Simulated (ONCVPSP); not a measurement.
## Transferability test, ONCV potential for bromine

ONCVPSP 4.0.1 input, shortened (lines: element, Z, core and valence counts, functional; n l f; lmax; l rc ep ncon nbas qcut; lloc lpopt rc5 dvloc0; l nproj debl; icmod fcfact rcfact), PBE, scalar-relativistic:

```
  Br 35.00    6    2        4      upf
    1    0    2.00
    2    0    2.00
    2    1    6.00
    3    0    2.00
    3    1    6.00
    3    2   10.00
    4    0    2.00
    4    1    5.00
    1
    0    1.50    0.00    4    7    3.90
    1    1.25    0.00    3    7    6.30
    4    5    0.95    4.00
    0    2    0.60
    1    2    2.70
    1    0.60    0.00
```

In the s channel the program set the typed energies aside and used -0.740, 0.250 Ha.

Energies are relative to the spin-unpolarised reference configuration 4s2 4p5; without spin polarisation the order of configurations can differ from experiment.

| valence configuration | charge | ΔE all-electron (eV) | error AE − PS (meV) |
| --- | --- | --- | --- |
| 4s2 4p4 | +1 | 12.554 | -5.7 |
| 4s2 4p3 | +2 | 35.315 | -19 |
| 4s2 4p2 | +3 | 69.298 | -49 |

Question: What are ΔE and the potential's error for 4s1 4p5?

Answer: ΔE = 25.558 eV all-electron; the error (AE − PS) is -14 meV.

Levels in the configuration 4s2 4p4:

| level | all-electron (eV) | pseudo (eV) |
| --- | --- | --- |
| 4s | -30.395 | -30.401 |
| 4p | -17.471 | -17.476 |

Note: no bound ghost flagged; GHOST(+) flagged for s at 73.9 eV, p at 166.3 eV.
